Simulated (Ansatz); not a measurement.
Relaxation of CH2BFO (6 atoms, charge 0, multiplicity 1), to a largest force component of 0.02 eV/Å in at most 50 steps.

Computed with UKS PBE0-D4/def2-SVPD (Ansatz).

```xyz
6
Properties=species:S:1:pos:R:3:forces:R:3
O -0.713 1.111 -1.094 -0.75 0.68 -0.41
B -0.258 0.261 -0.231 0.44 -0.38 0.23
C 0.282 -0.559 0.763 -0.13 -1.05 0.43
F 0.045 -1.909 0.906 -0.05 0.49 -0.30
H -0.259 1.297 -1.918 0.25 -0.11 -0.09
H 0.903 -0.203 1.575 0.24 0.38 0.14
```

**Question.** Where does it end, and by what steps?

**Answer.** The run converged. After 8 steps the energy has fallen by 0.043 eV; H5 moved furthest, 0.05 Å.

```
step  energy less start (eV)  largest force component (eV/Å)  accepted
   0                  0.0000                           1.048       yes
   1                  0.1948                           2.047        no
   2                  0.0147                           0.819        no
   3                 -0.0356                           0.322       yes
   4                 -0.0277                           0.254        no
   5                 -0.0405                           0.158       yes
   6                 -0.0418                           0.156       yes
   7                 -0.0432                           0.046       yes
   8                 -0.0433                           0.014       yes
```

```xyz
6
Properties=species:S:1:pos:R:3
O -0.746 1.118 -1.095
B -0.249 0.270 -0.223
C 0.270 -0.564 0.782
F 0.036 -1.900 0.864
H -0.232 1.259 -1.899
H 0.921 -0.182 1.571
```

Run time: 13 s on 2 threads of Intel(R) Xeon(R) 6975P-C (Granite Rapids), on a shared host, peak memory 0.21 GiB.
